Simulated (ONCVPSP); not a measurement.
## Transferability test, ONCV potential for B (Z = 5)

| Quantity | Value |
| --- | --- |
| Element | B |
| Generator | ONCVPSP 4.0.1 |
| Type | optimised norm-conserving Vanderbilt (ONCV) |
| Functional | PBE |
| Relativity | scalar-relativistic |
| Frozen core | [He] |
| Valence charge | 3 |
| Reference configuration | 2s1.5 2p1.5 |
| Partial waves | 2s: rc 1.60 bohr, ncon 4, nbas 8, qcut 3.1 1/bohr, 3 projectors, debl 3.3 Ha; 2p: rc 3.40 bohr, ncon 4, nbas 7, qcut 4.3 1/bohr, 1 projector; d scattering state at 0.09 Ha: rc 3.35 bohr, ncon 4, nbas 8, qcut 2.6 1/bohr, 3 projectors, debl 1.9 Ha |
| Local potential | polynomial inside 1.60 bohr (lpopt 5, dvloc0 0 Ha) |
| Core correction | Teter function fitted to the true core (icmod 2), fcfact 0.2 |

Energies are relative to the spin-unpolarised reference configuration 2s1.5 2p1.5; without spin polarisation the order of configurations can differ from experiment.

Q: Give the all-electron excitation energy and the error of the potential for: 2s2 2p1; 2s2 2p0; 2s1 2p0; 2s1 2p1.

A:

| valence configuration | charge | ΔE all-electron (eV) | error AE − PS (meV) |
| --- | --- | --- | --- |
| 2s2 2p1 | 0 | -2.922 | -8.6 |
| 2s2 2p0 | +1 | 5.297 | +188 |
| 2s1 2p0 | +2 | 30.719 | +590 |
| 2s1 2p1 | +1 | 11.438 | +1.0 |

Levels in the configuration 2s2 2p0:

| level | all-electron (eV) | pseudo (eV) |
| --- | --- | --- |
| 2s | -19.511 | -19.175 |
